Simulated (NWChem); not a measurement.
The numbers come from NWChem runs, not from measurements. System: ClFSn, charge 1, spin multiplicity 2, at the geometry of a parent with another charge or spin, in a state set for the comparison that need not be this species' ground state. Its SCF solution wasn't tested for a lower state. Level: UMP2/def2-TZVPD with def2 effective core potentials on Sn, 10 core orbitals frozen.

Job file:

```
start mol
memory heap 200 mb stack 900 mb global 1100 mb
charge 1
geometry units angstroms nocenter noautoz
  Sn    -0.501709     0.232366     0.000000
  F      0.798443     1.690307     0.000000
  Cl     1.052909    -1.578299     0.000000
  symmetry group Cs
end
basis spherical
  * library def2-tzvpd
end
ecp
  Sn library def2-ecp
end
scf
  uhf
  nopen 1
  maxiter 100
  thresh 1e-7
  semidirect memsize 60000000 filesize 0
  # guess.movecs holds the orbitals of an unrestricted PBE0 run
  vectors input guess.movecs output mol.movecs
end
mp2
  freeze core 10
end
task mp2 energy
```

Part of the output:

```
             Northwest Computational Chemistry Package (NWChem) 7.3.0
             --------------------------------------------------------

                                NWChem Input Module
                                -------------------

 Scaling coordinates for geometry "geometry" by  1.889725989
 (inverse scale =  0.529177249)

 Turning off AUTOSYM since
 SYMMETRY directive was detected!

                             Geometry "geometry" -> ""
                             -------------------------

 Output coordinates in angstroms (scale by  1.889725989 to convert to a.u.)

  No.       Tag          Charge          X              Y              Z
 ---- ---------------- ---------- -------------- -------------- --------------
    1 Sn                  50.0000    -0.50170900     0.23236600     0.00000000
    2 F                    9.0000     0.79844300     1.69030700     0.00000000
    3 Cl                  17.0000     1.05290900    -1.57829900     0.00000000

 Effective nuclear repulsion energy (a.u.)     335.0750784810

            Nuclear Dipole moment (a.u.)
            ----------------------------
        X                 Y               Z
 ---------------- ---------------- ----------------
    -0.0000188973    -0.0000377945     0.0000000000

      Symmetry information
      --------------------

 Group name             Cs
 Group number              2
 Group order               2
 No. of unique centers     3

      Symmetry unique atoms

     1    2    3


 Summary of "ao basis" -> "" (spherical)
 ------------------------------------------------------------------------------
       Tag                 Description            Shells   Functions and Types
 ---------------- ------------------------------  ------  ---------------------
 *                         def2-tzvpd                 on all atoms

 Summary of "ao basis" -> "ao basis" (spherical)
 ------------------------------------------------------------------------------
       Tag                 Description            Shells   Functions and Types
 ---------------- ------------------------------  ------  ---------------------
[...]
  AO/Fock/Back tols     =   1.0D-09  1.0D-09  1.0D-09

 GA uses MA = F    GA memory limited = T

 Available:
  local mem=  1.26D+08
 global mem=  1.44D+08
 local disk=  0.00D+00
  mp2_memr nvloc                   118
  nvloc new                   118
   1 passes of  14:        5242880                     123701                  55096017.
   1 passes of  14: M    126132555           G      144138872           F     120889675.

 Semi-direct pass number   1 of   1  for UHF alpha       at       12.3s
  vrange nnbf                  9803
  mp2_eaftype                   210  avail_ma_in_mb                  1099
 EAF : mp2_eaftype filesize         210   27548009.
  mp2_eaf for mointskh                    210
Node 0 wrote    129.6 Mb in      0.2 s     Agg I/O rate:   761.5 Mb/s
 Done moints_semi at       20.2s
  mp2_eaftype                   210  avail_ma_in_mb                   889
 EAF : mp2_eaftype filesize         210   27548009.
  mp2_eaf for kh                   210
 Done maket at       20.6s
 Done multipass loop at       20.6s

 GA uses MA = F    GA memory limited = T

 Available:
  local mem=  1.26D+08
 global mem=  1.44D+08
 local disk=  0.00D+00
  mp2_memr nvloc                   119
  nvloc new                   119
   1 passes of  13:        5242880                     118453                  51596346.
   1 passes of  13: M    126132555           G      144138872           F     120889675.

 Semi-direct pass number   1 of   1  for UHF beta        at       20.6s
  vrange nnbf                  9803
  mp2_eaftype                   196  avail_ma_in_mb                  1099
 EAF : mp2_eaftype filesize         196   25798173.
  mp2_eaf for mointskh                    196
Node 0 wrote    121.3 Mb in      0.2 s     Agg I/O rate:   685.5 Mb/s
 Done moints_semi at       28.3s
  mp2_eaftype                   196  avail_ma_in_mb                   903
 EAF : mp2_eaftype filesize         196   25798173.
  mp2_eaf for kh                   196
 Done maket at       28.7s
 Done multipass loop at       28.7s

          -------------------------------------------
          SCF energy                -772.088640850948
          Correlation energy          -0.709440253238
          Singlet pairs                0.000000000000
          Triplet pairs                0.000000000000
          Total MP2 energy          -772.798081104186
          -------------------------------------------

          ---------------------------------------------------
                    Spin Component Scaled (SCS) MP2
          Same spin pairs                     -0.211312353746
          Same spin scaling factor             0.333333333333
          Opposite spin pairs                 -0.498127899492
          Opposite spin scaling fact.          1.200000000000
          SCS-MP2 correlation energy          -0.668190930639
          Total SCS-MP2 energy              -772.756831781587
          ---------------------------------------------------

 -----------------------
 Performance information
 -----------------------

 Timer overhead =  9.68D-08 seconds/call

               Nr. of calls         CPU time (s)                 Wall time (s)                GFlops
             ---------------    -------------------     ------------------------------   -------------------
Name         Min   Avg   Max    Min     Avg     Max     Min     Avg     Max   Mx/calls   Min     Max     Sum
mp2: moin     2     2     2    16.     16.     16.      16.     16.     16.     7.8      0.0     0.0     0.0
mp2: make     2     2     2   0.67    0.67    0.67     0.67    0.67    0.67    0.33      0.0     0.0     0.0
mp2: tota     1     1     1    16.     16.     16.      16.     16.     16.     16.      0.0     0.0     0.0

 The average no. of pstat calls per process was 5.00D+00
 with a timing overhead of 4.84D-07s

 Task  times  cpu:       28.6s     wall:       28.6s

 Total times  cpu:       28.7s     wall:       28.7s
```
